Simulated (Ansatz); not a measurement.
Ansatz (a quantum-chemistry and plane-wave program) input (CCSD(T)/cc-pVQZ):

Ansatz 0.2 input:
```yaml
crystal:
  periodic: [false, false, false]
  atoms:
    - {symbol: F, position_ang: [0.00000000, 0.00000000, 0.00000000]}
basis:
  gaussian:
    orbitals: cc-pVQZ
magnetization: {spin_polarized: true, initial_magnetization: 1}
correlation: {method: ccsd_t, electrons: outside_noble_gas}
scf: {lower_state_search: full}
```

Output:

```
Functional definition: HF
integrals: 0.03 GiB planned
339 factors; integrals over basis functions are off by at most 1.8e-4 eV
mean field: 0.07 GiB planned
mean field evaluation 1: about -2704.9650 eV, gradient 9.4e0 eV
mean field evaluation 2: about -2704.9652 eV, gradient 9.4e0 eV
mean field evaluation 4: about -2705.1828 eV, gradient 9.9e-1 eV
mean field evaluation 8: about -2705.1865 eV, gradient 6.5e-4 eV
mean field evaluation 16: about -2705.1864 eV, gradient 7.5e-2 eV
mean field evaluation 32: about -2705.1822 eV, gradient 9.8e-1 eV
mean field evaluation 64: about -2705.1865 eV, gradient 3.3e-4 eV
mean field -2705.18649722 eV, -99.4137701317 hartree, gradient 1.7e-6 eV, S^2 0.753918; 6 other end points of the search recorded, 0 dependent functions left out
1 core orbitals not correlated
reference -2705.18649722 eV, -99.4137701317 hartree; 4, 3 occupied and 50, 51 virtual orbitals, 339 factors
second order -6.02557428 eV of doubles, -0.00000000 eV of singles
coupled cluster: 0.12 GiB planned
cycle   1  -6.21972677 eV  change   -1.9e-1 eV  update   2.5e-2
cycle   2  -6.29897375 eV  change   -7.9e-2 eV  update   7.4e-3
cycle   3  -6.30992223 eV  change   -1.1e-2 eV  update   2.9e-3
cycle   4  -6.30832783 eV  change    1.6e-3 eV  update   1.1e-3
cycle   5  -6.30909762 eV  change   -7.7e-4 eV  update   3.1e-4
cycle   6  -6.30911512 eV  change   -1.8e-5 eV  update   6.3e-5
cycle   7  -6.30912451 eV  change   -9.4e-6 eV  update   1.5e-5
cycle   8  -6.30912020 eV  change    4.3e-6 eV  update   3.0e-6
perturbative correction -0.12604285 eV, -0.0046319891 hartree
Total energy: -2711.62166027 eV, -99.6502580117 hartree
```
